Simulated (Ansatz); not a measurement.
Cost and result for the atomization energy of `O[SiH2]C(F)F` (9 atoms, 8 bonds).

```csv
atom,x (Å),y (Å),z (Å)
O1,1.409,-1.235,0.245
Si2,0.368,-0.360,-0.673
C3,-0.916,0.504,0.459
F4,-0.253,1.302,1.357
F5,-1.729,1.312,-0.283
H6,1.980,-0.762,0.852
H7,-0.333,-1.316,-1.557
H8,1.036,0.720,-1.442
H9,-1.561,-0.165,1.042
```

Total charge 0; spin multiplicity 1. The structure was optimised at the PBE0-D4/def2-TZVP level. It is one conformer, not always the lowest. Program: Ansatz. All runs use 4 threads of an AMD EPYC 9R45 on a shared host. Times are those of one run each, without the atoms' runs, and a repeat can differ threefold. Electronic energies, without spin–orbit coupling; frozen cores. CCSD(T)/CBS adds CCSD(T) − MP2 in def2-TZVPP to the MP2 limit, and its time is that of the two runs behind it. T1 = 0.012. B3LYP takes the VWN-RPA correlation (the form of Gaussian; ORCA's B3LYP/G).

CCSD(T)/CBS is a level of theory with its own doubt, some kJ/mol a heavy atom from the limit and from the frozen cores, so smaller differences don't rank the functionals.

| level | functions | wall time | atomization (kcal/mol) | difference from CCSD(T)/CBS | per bond |
| --- | --- | --- | --- | --- | --- |
| PBE-D4/def2-TZVPP (with forces) | 222 | 0.7 s | 794.6 | 13.5 | 1.7 |
| PBE0-D4/def2-TZVPP | 222 | 0.75 s | 773.0 | -8.1 | -1.0 |
| B3LYP-D4/def2-TZVPP (with forces) | 222 | 1.1 s | 775.4 | -5.7 | -0.7 |
| r2SCAN-D4/def2-TZVPP (with forces) | 222 | 1.2 s | 780.3 | -0.8 | -0.1 |
| B2PLYP/def2-TZVPP | 222 | 1.3 s | 769.5 | -11.6 | -1.4 |
| ωB97X-V/def2-TZVPP | 222 | 1.9 s | 782.4 | 1.3 | 0.2 |
| ωB97M-V/def2-TZVPP (with forces) | 222 | 2.5 s | 781.4 | 0.3 | 0.0 |
| MP2/def2-QZVPP | 418 | 4.6 s | 792.4 | 11.3 | 1.4 |
| CCSD(T)/def2-TZVPP | 222 | 26 s | 757.6 | -23.5 | -2.9 |
| CCSD(T)/CBS(def2) | – | 30 s | 781.1 | 0.0 | 0.0 |

The D4 term adds +5.7 kcal/mol with B3LYP and +3.0 kcal/mol with PBE0; it sums over pairs of atoms, weighted by their polarisabilities, and B3LYP, whose exchange is more repulsive, gets the larger term. From PBE to PBE0 (25 % exact exchange), in def2-TZVPP and without D4, the atomization energy moves by −21.0 kcal/mol: exact exchange takes away binding that semilocal exchange gives to molecules. In def2-TZVPP, CCSD(T) changes the Hartree–Fock value by +207.6 kcal/mol (the triples alone add +12.5 kcal/mol) and MP2 by +228.4 kcal/mol; breaking electron pairs costs correlation energy, which Hartree–Fock lacks.
